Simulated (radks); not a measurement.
Valence configurations of As+ (all share [Ar]). All-electron calculation, scalar-relativistic Kohn-Sham, r2SCAN, spin-polarised, spherical densities, finite nucleus; open shells are filled with parallel spins first; meta-GGA in the generalised Kohn-Sham scheme; Fermi nuclear charge, rms radius 4.0968 fm. Program: a radial shooting solver on a logarithmic mesh with Libxc functionals. Energies are relative to 3d10 4s2 4p2; eigenvalues in eV for spin up.

| valence | E (eV) | moment (Bohr magnetons) | e(3d) | e(4p) | e(4s) |
|---|---|---|---|---|---|
| 3d10 4s2 4p2 | 0.000 | 2 | -51.323 | -14.434 | -24.885 |
| 3d10 4s1.5 4p2.5 | 3.567 | 3 | -52.014 | -15.130 | -25.764 |
| 3d10 4s1 4p3 | 6.284 | 4 | -52.588 | -15.684 | -26.473 |
| 3d10 4p4 | 21.007 | 2 | -54.718 | -15.897 | - |
| 3d9.5 4s1.5 4p3 | 22.731 | 4 | -57.936 | -16.243 | -27.383 |
| 3d9 4s2 4p3 | 40.446 | 4 | -63.405 | -16.737 | -28.209 |
| 3d8 4s2 4p4 | 92.479 | 4 | -76.318 | -18.360 | -30.747 |
| 3d7 4s2 4p5 | 152.64 | 4 | -89.620 | -19.899 | -33.131 |

NIST lists [Ar] 3d10 4s2 4p2 as the ground configuration; this level of theory agrees among the configurations tried. The energies are those of spherical high-spin densities, not of single terms.
